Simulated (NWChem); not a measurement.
BSiH3Cl2; SMILES [SiH3]B(Cl)Cl

All runs: NWChem. Geometry: optimised at PBE0/def2-SVP. Ions are spin-unrestricted doublets at the neutral geometry; other ion states weren't tried.

For level PBE/def2-SVP:

| Quantity | Result |
|---|---|
| vertical ionisation energy, ΔSCF (eV) | 10.01 |
| −ε(HOMO) (eV) | 6.99 |

### Question
How do the values read with level PBE0/def2-SVP instead?

### Answer
vertical ionisation energy, ΔSCF (eV): 10.43
−ε(HOMO) (eV): 8.32
